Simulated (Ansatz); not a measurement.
SnHMe2I (C2H7ISn), relaxed as a singlet with RKS r2SCAN-D4/def2-SVP in Ansatz, starting from the GFN2-xTB geometry. Force threshold 0.02 eV/Å.

In the def2 sets I, Sn take a core potential; there is no spin–orbit coupling.

Start:

Cartesian coordinates in Å:
```
Sn 0.437 -0.513 0.280
H 1.964 -1.265 0.076
C -0.912 -0.921 -1.386
H -0.511 -0.507 -2.303
H -1.874 -0.465 -1.178
H -1.046 -1.990 -1.505
C 0.615 1.592 0.830
H 1.243 1.699 1.706
H -0.373 1.983 1.051
H 1.046 2.155 0.012
I -0.588 -1.768 2.416
```

| step | energy (eV) | largest force component (eV/Å) | SCF passes |
| --- | --- | --- | --- |
| 1 | -16123.8885 | 0.780 | 17 |
| 2 | -16123.9229 | 0.205 | 18 |
| 3 | -16123.9426 | 0.082 | 18 |
| 4 | -16123.9438 | 0.042 | 19 |
| 5 | -16123.9439 | 0.026 | 12 |
| 6 | -16123.9439 | 0.007 | 12 |

Force components are those of the run's own axes.

End:

Cartesian coordinates in Å:
```
Sn 0.4496 -0.5246 0.2848
H 1.9884 -1.2511 0.0442
C -0.8947 -0.8922 -1.3548
H -0.4907 -0.4451 -2.2758
H -1.8736 -0.4454 -1.1307
H -1.0160 -1.9748 -1.4984
C 0.5992 1.5587 0.8021
H 1.2294 1.6747 1.6948
H -0.4042 1.9540 1.0140
H 1.0441 2.1195 -0.0339
I -0.6315 -1.7738 2.4537
```

By distances, no bond broke or formed. The bond that changes most is Sn1–I11, from 2.68 to 2.73 Å (atoms count from 1).

No frequencies were taken in this run, so the end may be a saddle point.

Run time 22 s (4 threads of Intel Xeon on a shared host).
